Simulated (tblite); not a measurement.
Species: C8H11P.
Bonds: C1–C2 (double), C2–P3, P3–C4, C4–C5, C4–C6 (double), C6–C7, C7–C8 (double), C8–C9, P3–C8. Hydrogens: H10, H11 on C1; H12 on C2; H13, H14, H15 on C5; H16 on C6; H17 on C7; H18, H19, H20 on C9.

Computed geometry: GFN2-xTB, gas phase.

**Question.** Give the optimised bond lengths and angles.

**Answer.** 
```
                   bond  length (bohr)
                  C1=C2          2.499
                  C2–P3          3.456
           P3–C4, P3–C8          3.459
           C4–C5, C8–C9          2.816
           C4–C6, C7–C8          2.541
                  C6–C7          2.725
                 C1–H10          2.037
                 C1–H11          2.039
                 C2–H12          2.049
C5–H13 and 5 like bonds          2.060
         C6–H16, C7–H17          2.040
```

Bonds in one row agree within 0.02 bohr and their mean is given. A selection of angles:
```
   angle  degrees
C1–C2–P3    122.3
C2–P3–C4     97.3
C4–P3–C8     89.1
P3–C4–C5    122.0
P3–C4–C6    110.6
C5–C4–C6    127.3
C4–C6–C7    114.7
```

Dihedral angles: C1–C2–P3–C4 135° (anticlinal).

All 3 C–P bonds measure 1.829 to 1.830 Å. The C–C distances run from 1.322 Å (C1=C2, drawn double) to 1.490 Å (C4–C5, drawn single), a spread of 0.168 Å. The 5-membered ring P3–C4–C6–C7–C8 has internal angles of 89.1° to 114.7°; it is almost planar, 0.03 Å rms from its mean plane, widest ring torsion 5°. P3 (ring phosphorus) is pyramidal (angles 97.3°, 97.2° and 89.1°, sum 283.6°, 0.97 Å off the plane of its three neighbours).

Point group: Cs (tolerance 0.08 Å). Its GFN2-xTB frequencies are all real (lowest 33 cm⁻¹). The numbers are those of one conformer.
